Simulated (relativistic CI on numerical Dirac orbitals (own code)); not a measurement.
Yb⁴⁺: M4,5 absorption edge

Computed with this model: Dirac-Coulomb-Breit CI, separate exchange-only KLI orbitals for each configuration, QED by a radiative potential, valence Slater integrals scaled by 0.7, multiplet model of core-to-valence dipole absorption; configurations [Xe] 4f12 → [Ar] 3d9 4s2 4p6 4d10 4f13 5s2 5p6; 300 K; Lorentzian 0.6 eV and Gaussian 0.4 eV FWHM. Energies are those of the free ion, without screening or charge transfer. The branching ratio is the share of the lower-energy edge in the whole absorption, uncertain by about 0.02 where the edges overlap. S is read from ⟨S²⟩ = S(S + 1).

Field parameters in Wybourne normalisation. The field is a parameter set, without covalency.

free ion: ground-state S = 0.99, centroid 1527.21 eV, branching ratio 0.969. Peaks (eV, height): 1523.9 (30), 1525.9 (100), 1528.3 (12).

D3d, B20 = 3100, B40 = -2590, B43 = -2760, B60 = 410, B63 = 870, B66 = -470 cm⁻¹: ground-state S = 0.99, centroid 1527.27 eV, branching ratio 0.969. Peaks (eV, height): 1524.0 (31), 1526.0 (100), 1528.4 (12).

The statistical ratio of this edge is 3/5 = 0.600. Values above it arise where the holes sit mainly in the j = l + 1/2 valence subshell or the ground state has high spin; values below it where core-valence Coulomb terms move weight to the upper edge, as in nearly empty shells.

Strongest unbroadened transitions for free ion:

```csv
Energy (eV),Relative strength
1523.91,27.4
1525.92,100.0
1528.32,10.3
1574.12,4.4
```
